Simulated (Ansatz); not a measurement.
Z-matrix (Å, degrees):
```
Si
N 1 1.745
H 1 1.480 2 109.6
H 1 1.489 2 109.6 3 121.3
H 1 1.489 2 109.6 3 -121.3
C 2 1.479 1 114.8 3 -179.9
B 2 1.396 1 122.6 3 0.1
C 6 1.519 2 111.1 1 116.9
C 6 1.519 2 111.1 1 -117.3
H 6 1.099 2 107.0 1 -0.2
H 7 1.199 2 120.6 1 179.9
H 7 1.198 2 118.9 1 -0.1
H 8 1.092 6 110.8 2 -56.2
H 8 1.092 6 110.4 2 63.9
H 8 1.092 6 110.5 2 -176.4
H 9 1.092 6 110.5 2 176.4
H 9 1.092 6 110.5 2 -63.9
H 9 1.092 6 110.8 2 56.1
```

The species carries charge 0 and has multiplicity 1.

(1) List the PBE/def2-TZVPP orbital energies in eV (Ansatz 0.2.0). (Estimate.)

## Answers

(1) Computed: Occupied: -1779.83, -380.64, -270.22, -268.78, -268.78, -176.46, -137.56, -94.31, -94.28, -94.27, -22.41, -18.92, -17.15, -14.84, -13.81, -11.99, -11.49, -10.63, -10.62, -9.54, -9.47, -9.24, -8.80, -8.49, -8.43, -7.93, -7.22, -6.65. Lowest empty: -1.10, -0.42, 0.46, 0.57, 0.74, 1.11, 1.55, 1.69.
